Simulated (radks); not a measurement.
Q: Isoelectronic series with 62 electrons, each ion in its NIST ground configuration. Calculated with a radial shooting solver on a logarithmic mesh with Libxc functionals: Dirac Kohn-Sham, PBEsol, spin-unpolarised, spherical densities, point nucleus; open shells fill j = l - 1/2 first. Total energies (hartree) and mean radii <r> (bohr) (* marks an orbital that is empty in some or all of the ions):

| ion | configuration | E (hartree) | 4f7/2* | 4f5/2 | 6s1/2* | 5p3/2* | 5p1/2 |
|---|---|---|---|---|---|---|---|
| Sm | [Xe] 4f6 6s2 | -10430.8902 | 1.038 | 1.014 | 4.305 | 1.694 | 1.596 |
| Eu+ | [Xe] 4f7 6s1 | -10848.2385 | 0.9809 | 0.9614 | 3.850 | 1.658 | 1.560 |
| Gd2+ | [Xe] 4f7 5d1 | -11275.6468 | 0.8695 | 0.8573 | 3.395 | 1.582 | 1.490 |
| Tb3+ | [Xe] 4f8 | -11713.4402 | 0.8347 | 0.8233 | 3.069 | 1.530 | 1.443 |
| Dy4+ | [Xe] 4f8 | -12161.0658 | 0.7674 | 0.7583 | 2.779 | 1.449 | 1.369 |
| Er6+ | [Kr] 4d10 4f10 5s2 5p4 | -13086.0446 | 0.7135 | 0.7052 | 2.416 | 1.346 | 1.274 |
| Tm7+ | [Kr] 4d10 4f11 5s2 5p3 | -13564.2202 | 0.6903 | 0.6822 | 2.281 | 1.301 | 1.232 |
| Yb8+ | [Kr] 4d10 4f12 5s2 5p2 | -14053.0155 | 0.6689 | 0.6611 | 2.165 | 1.259 | 1.192 |
| Lu9+ | [Kr] 4d10 4f12 5s2 5p2 | -14552.6584 | 0.6344 | 0.6272 | 2.047 | 1.208 | 1.143 |
| Hf10+ | [Kr] 4d10 4f12 5s2 5p2 | -15062.8350 | 0.6044 | 0.5977 | 1.943 | 1.161 | 1.099 |
| Ta11+ | [Kr] 4d10 4f13 5s2 5p1 | -15583.6185 | 0.5888 | 0.5821 | 1.863 | 1.128 | 1.067 |

Estimate the row of Ho5+ ([Kr] 4d10 4f9 5s2 5p5).

A: E (hartree) -12618.3660; 4f7/2* 0.7390; 4f5/2 0.7304; 6s1/2* 2.578; 5p3/2* 1.395; 5p1/2 1.320.
